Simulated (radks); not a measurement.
The numbers below are computed, except where a source is named.
Neutral aluminium inside a hard spherical wall (all orbitals vanish at R), configuration held at [Ne] 3s2 3p1 and not refilled when levels cross. Level of theory: scalar-relativistic Kohn-Sham, PBEsol, spin-polarised, spherical densities, finite nucleus; open shells are filled with parallel spins first; Fermi nuclear charge, rms radius 3.061 fm (a radial shooting solver on a logarithmic mesh with Libxc functionals). Eigenvalues in eV for spin up, with the zero of energy where the potential of the charges vanishes at infinity; a dash marks a level that is unbound or too diffuse for the functional's potential to be trusted. A positive occupied level is held by the wall or, in an anion where self-interaction has pushed it up, behind a barrier. The pressure on the wall is -dE/dV.

| R (bohr) | E (hartree) | kinetic (hartree) | e(2s) | e(2p) | e(3s) | e(3p) | e(4s, empty) | e(4p, empty) | pressure (GPa) |
|---|---|---|---|---|---|---|---|---|---|
| free | -242.20302 | 242.584 | -107.79 | -69.493 | -8.006 | -2.984 | - | - | 0 |
| 10 | -242.20226 | 242.590 | -107.71 | -69.410 | -7.950 | -2.918 | 0.819 | 2.588 | 0.0165 |
| 5 | -242.08610 | 243.124 | -104.29 | -65.996 | -5.584 | 0.393 | 16.221 | 21.686 | 12.5 |
| 4 | -241.82444 | 244.035 | -100.36 | -62.061 | -1.918 | 5.208 | 33.768 | 40.676 | 67.5 |
| 3 | -240.83351 | 246.837 | -92.176 | -53.872 | 9.692 | 19.194 | 79.984 | 87.673 | 490 |
| 2.5 | -239.38089 | 250.524 | -84.770 | -46.391 | 25.350 | 36.612 | 133.47 | 139.53 | 1620 |
| 2 | -235.75437 | 259.312 | -71.907 | -33.028 | 62.422 | 74.767 | 243.61 | 242.14 | 6800 |
